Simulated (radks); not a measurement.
Values are calculated unless marked as measured or tabulated.
Effect of the nuclear size on the thallium ion Tl3+, [Xe] 4f14 5d10. Level of theory: Dirac Kohn-Sham, relativistic LDA (MacDonald-Vosko exchange, VWN5 correlation), spin-unpolarised, spherical densities, finite nucleus; Fermi nuclear charge, rms radius 5.4759 fm (a radial shooting solver on a logarithmic mesh with Libxc functionals). The rms radius is varied about that value; shifts are against it.

| rms radius (fm) | total energy shift (eV) | density at nucleus (e/bohr^3) | 1s1/2 shift (meV) | 2s1/2 shift (meV) | 5s1/2 shift (meV) | 5p1/2 shift (meV) | 5d5/2 shift (meV) | 6s1/2 (empty) shift (meV) | 6p1/2 (empty) shift (meV) |
|---|---|---|---|---|---|---|---|---|---|
| 4.7695 | -28.3 | 2.632e+06 | -11200 | -1690 | -20.9 | -0.573 | 0.253 | -3.15 | -0.156 |
| 5.0159 | -18.7 | 2.577e+06 | -7400 | -1120 | -13.8 | -0.379 | 0.167 | -2.08 | -0.103 |
| 5.4759 | 0 | 2.483e+06 | 0.000 | 0.000 | 0.000 | 0.000 | 0.000 | 0.000 | 0.000 |
| 5.9687 | 21.0 | 2.394e+06 | 8350 | 1260 | 15.5 | 0.429 | -0.188 | 2.34 | 0.116 |
| 6.2316 | 32.7 | 2.351e+06 | 13000 | 1950 | 24.1 | 0.668 | -0.293 | 3.64 | 0.181 |

Slopes of the eigenvalues against <r^2> in GHz/fm^2, as finite differences over the two radii next to the reference (eigenvalue slopes, not the field-shift constants of lines): 1s1/2 364000, 2s1/2 54800, 5s1/2 677, 5p1/2 18.7, 5d5/2 -8.21, 6s1/2 (empty) 102, 6p1/2 (empty) 5.07.
